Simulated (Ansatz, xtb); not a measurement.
Relative energy of two isomers of C3H9ClGe

We compare a, `C[C](C)(Cl)[GeH3]`, a singlet, with b, `ClCC[CH2][GeH3]`, a singlet. Both are isolated molecules in the gas phase, relaxed with B3LYP-D3(BJ)/def2-SVP, each in the lowest conformer that the search found.

Quicker runs give these differences E(b) − E(a): GFN2-xTB +19.81 kJ/mol; HF/STO-3G +1.65 kJ/mol (at GFN2-xTB geometries); r2SCAN-D4/def2-SVP +10.73 kJ/mol (at GFN2-xTB geometries).

Q: Estimate E(b) − E(a) at the level CCSD(T)/def2-SVP + ΔMP2/def2-TZVPP.

A: Calculated at CCSD(T)/def2-SVP + ΔMP2/def2-TZVPP: E(b) − E(a) = +8.22 kJ/mol, so structure a lies lower.

How the difference moves with the method:

```tsv
level	geometry	E(b) − E(a) (kJ/mol)	departure from the last row (kJ/mol)	job, with rough time for the two
GFN2-xTB	GFN2-xTB	+19.81	+11.59	optimisation, 0.73 s
HF/STO-3G	GFN2-xTB	+1.65	−6.57	single point, 2.8 s
r2SCAN-D4/def2-SVP	GFN2-xTB	+10.73	+2.51	single point, 15 s
B3LYP-D3(BJ)/def2-SVP	B3LYP-D3(BJ)/def2-SVP	+7.03	−1.19	optimisation, 2.8 min
HF/def2-SVP	B3LYP-D3(BJ)/def2-SVP	+1.01	−7.21	part of the CCSD(T) run
MP2/def2-SVP	B3LYP-D3(BJ)/def2-SVP	+13.83	+5.61	part of the CCSD(T) run
CCSD(T)/def2-SVP	B3LYP-D3(BJ)/def2-SVP	+11.97	+3.75	single point
CCSD(T)/def2-SVP + ΔMP2/def2-TZVPP	B3LYP-D3(BJ)/def2-SVP	+8.22		single point, 3.7 min
```

As drawn, both hold the same kinds of bond in the same numbers. Structure a has 2 methyl groups, b 0.

HF/STO-3G, HF/def2-SVP find them nearly level. The largest departure from CCSD(T)/def2-SVP + ΔMP2/def2-TZVPP is that of GFN2-xTB, 11.59 kJ/mol. The last row adds to CCSD(T) the change of the MP2 difference between the two basis sets, here −3.75 kJ/mol.

With thermal terms from frequencies at re-optimised GFN2-xTB minima (ideal gas, soft modes damped towards free rotors, one conformer each, 298.15 K, 1 atm): on the last row, ΔE + ΔZPE = +11.40, ΔH = +9.68, ΔG = +11.23 kJ/mol.

The correlated steps freeze 17 core orbitals; the filled d shell of Ge is correlated, in a basis made for valence electrons. Run with Ansatz 0.2.0, xtb 6.7.1; the last row on 2 threads of AMD EPYC (Zen 3) on a shared host.
